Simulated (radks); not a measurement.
Q: These are the eigenvalues of the occupied orbitals of an atom or ion with whole-number occupations (Ry). All-electron calculation, non-relativistic Kohn-Sham, PBE, spin-polarised, spherical densities, point nucleus. Program: a radial shooting solver on a logarithmic mesh with Libxc functionals.

1s: -22.66841
2s: -2.96647

Which element is it, and in what charge state? The configuration may be excited. Open shells, if any, are filled with parallel spins first.

A: Z = 6, carbon, charge +2: C2+ in [He] 2s2. The 1s level, -11.334 hartree, gives Z - s = 4.8 by -(Z - s)^2/2, which with screening narrows Z to a few neighbours, and with so few levels the electron count can be read from the list.
